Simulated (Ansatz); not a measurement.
Species: [Ga(H)3(N(CH3)3)] (charge 0, multiplicity 1), formula C$_{3}$H$_{12}$GaN.

Problem. How many basis functions does frozen-core CCSD(T)/cc-pVTZ // PBE0-D3(BJ)/def2-SVP in Ansatz (a program for electronic structure) use, how many core orbitals are frozen, and how many electrons are correlated?

Solution. 331 basis functions and 13 frozen orbitals, which leaves 42 correlated electrons (filled d shells below the valence shell are correlated). Core time is of the order of hours.
